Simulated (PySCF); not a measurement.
Trends in electronic spectra. The calculation used PySCF 2.14.0, density-fitted response routines, TDDFT CAM-B3LYP/def2-SVPD, vertical, gas phase, core orbitals frozen in the response. Geometries: GFN2-xTB; one conformer of each isolated species. Triplets are in the Tamm–Dancoff approximation.

**Question.** Rank by computed lowest singlet excitation energy, highest first.
A. `C1(=C/OC=O)/[SiH2]CS1`
B. `[SiH3]SC[SiH2]/C=C\Cl`
C. `FCCC1=C(F)C1`
D. `CC#CCC(F)F`
E. `C(=C)(/C=N\[H])O[SiH2]O[SiH3]`
F. `CCCCF`

**Answer.** F (8.90 eV), D (6.65 eV), C (6.33 eV), B (5.49 eV), E (4.86 eV), A (4.43 eV).

```csv
SMILES,S1 (eV),LUMO (eV),f (S1),α (au),T1 (eV),S1 mainly
CCCCF,8.90,1.43,0.004,51.6,8.68,H→L (84%)
CC#CCC(F)F,6.65,1.16,0.000,61.6,5.56,H→L+3 (53%)
FCCC1=C(F)C1,6.33,0.97,0.007,59.2,4.46,H→L (91%)
[SiH3]SC[SiH2]/C=C\Cl,5.49,0.34,0.001,123.8,4.02,H→L+1 (42%)
[H]/N=C\C(=C)O[SiH2]O[SiH3],4.86,-0.34,0.003,101.6,3.31,H-1→L (94%)
O=CO/C=C1\[SiH2]CS1,4.43,-0.18,0.173,98.6,3.14,H→L (95%)
```

H and L stand for HOMO and LUMO.

- `CCCCF`: Löwdin shares by element: HOMO carbon 49% or more, fluorine 18% (atoms not listed hold the other 33%); LUMO carbon 53% (atoms not listed hold the other 47%).
- `CC#CCC(F)F`: Löwdin shares by element: HOMO carbon 90% or more; LUMO carbon 56% or more, hydrogen 6% or more (atoms not listed hold the other 38%).
- `FCCC1=C(F)C1`: Löwdin shares by element: HOMO carbon 69% or more, fluorine 9% or more (atoms not listed hold the other 22%); LUMO carbon 59% or more (atoms not listed hold the other 41%).
- `[SiH3]SC[SiH2]/C=C\Cl`: Löwdin shares by element: HOMO sulfur 63%, silicon 13%, carbon 12% or more; LUMO carbon 59% or more, silicon 12% or more, chlorine 9% (atoms not listed hold the other 20%).
- `[H]/N=C\C(=C)O[SiH2]O[SiH3]`: Löwdin shares by element: HOMO carbon 55% or more, oxygen 18% or more, nitrogen 9% (atoms not listed hold the other 18%); LUMO carbon 60%, nitrogen 25%.
- `O=CO/C=C1\[SiH2]CS1`: Löwdin shares by element: HOMO sulfur 46%, carbon 32% or more, oxygen 6% or more (atoms not listed hold the other 15%); LUMO carbon 40% or more, oxygen 31% (atoms not listed hold the other 30%).

Without π bonds the low states are Rydberg-like; a valence basis with one diffuse set may place them up to an eV too high.
